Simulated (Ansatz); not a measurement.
Basis sets compared for TiH₄. Total charge 0; singlet. Geometry B3LYP-D4/def2-TZVP. Ansatz on 4 threads of Arm Neoverse V1 on a shared host; times are rough, and most runs start from earlier orbitals.

```xyz
5

Ti    0.000    0.000    0.000
H     0.906    0.217    1.416
H    -0.757   -1.515    0.041
H     1.027    0.082   -1.346
H    -1.175    1.216   -0.111
```

Binding counts from free atoms (Ti triplet, H doublet) in the same basis, without a counterpoise term.

```tsv
level	functions	energy (Eh)	HOMO (eV)	LUMO (eV)	binding per atom (eV)	wall time
PBE-D4/def2-SVP	51	-851.3942	-7.46	-4.29	2.22	0.3 s
PBE0-D4/def2-SVP	51	-851.4064	-8.88	-2.85	2.03	0.35 s
```

Q: Estimate the rows for PBE-D4/def2-TZVP, PBE0-D4/def2-TZVP.

A: 
```json
{"level": "PBE-D4/def2-TZVP", "functions": "69", "energy (Eh)": "-851.5116", "HOMO (eV)": "-7.43", "LUMO (eV)": "-4.30", "binding per atom (eV)": "–", "wall time": "0.4 s"}
{"level": "PBE0-D4/def2-TZVP", "functions": "69", "energy (Eh)": "-851.5242", "HOMO (eV)": "-8.82", "LUMO (eV)": "-2.86", "binding per atom (eV)": "2.05", "wall time": "1.1 s"}
```
